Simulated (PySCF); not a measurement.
**Molecular orbitals of TeBr**

PBE0 at R = 2.469 Å; Te x2c-TZVPPall, Br x2c-TZVPPall; spin-free X2C with a Gaussian nucleus (PySCF 2.14). State: ²Π (doublet), unpaired electrons π ↑. Only the outer orbitals are listed, counted within each symmetry.

| spin | orbital | occ. | ε (eV) | on Te (%) | main shells (%) |
| --- | --- | --- | --- | --- | --- |
| α | 16σ | 1 | -22.78 | 10 | 89 Br s |
| α | 17σ | 1 | -17.42 | 85 | 85 Te s, 8 Br s |
| α | 18σ | 1 | -10.51 | 40 | 59 Br p, 33 Te p |
| α | 9π | 1 | -9.66 | 29 | 71 Br p, 28 Te p |
| α | 9π | 1 | -9.29 | 19 | 81 Br p, 17 Te p |
| α | 10π | 1 | -7.42 | 72 | 72 Te p, 27 Br p |
| α | 10π | 1 | -6.58 | 82 | 82 Te p, 17 Br p |
| α | 19σ | 0 | -2.68 | 69 | 63 Te p, 30 Br p |
| α | 11π | 0 | 4.51 | 74 | 73 Te d, 24 Br d |
| α | 20σ | 0 | 4.64 | 75 | 64 Te d, 14 Br d, 10 Br p |
| β | 16σ | 1 | -22.63 | 9 | 90 Br s |
| β | 17σ | 1 | -16.57 | 84 | 84 Te s |
| β | 18σ | 1 | -10.33 | 39 | 59 Br p, 31 Te p |
| β | 9π | 1 | -9.22 | 16 | 83 Br p, 15 Te p |
| β | 9π | 1 | -9.06 | 12 | 88 Br p, 10 Te p |
| β | 10π | 1 | -6.32 | 84 | 84 Te p, 15 Br p |
| β | 10π | 0 | -4.29 | 89 | 89 Te p, 10 Br p |
| β | 19σ | 0 | -2.40 | 70 | 65 Te p, 28 Br p |
| β | 11π | 0 | 5.03 | 70 | 69 Te d, 28 Br d |

Problem. Which are the highest filled and the lowest empty level, where do they sit, and how wide is the gap?

Solution. Highest filled β 10π at -6.32 eV (in %: 84 Te p, 15 Br p); lowest empty β 10π at -4.29 eV (in %: 89 Te p, 10 Br p); the gap at PBE0 is 2.03 eV. Both belong to one degenerate shell, split only by its one-sided filling, so this is no excitation gap.

| Item | Value |
| --- | --- |
| bond order (Mayer) | 1.20 |
| ⟨S²⟩ | 0.754 |
| charge on Te (Mulliken, basis-dependent) | 0.19 |
| charge on Te (Löwdin, basis-dependent) | 0.12 |
| dipole moment (positive dipole means Te(−)Br(+)) | -1.05 D |
| polarisability along the bond | 77.3 bohr³ |
| polarisability across the bond | 37.9 bohr³ |

Spin–orbit coupling is left out. The state is the lowest determinant that a PBE0 search found; another state may lie lower at other levels.
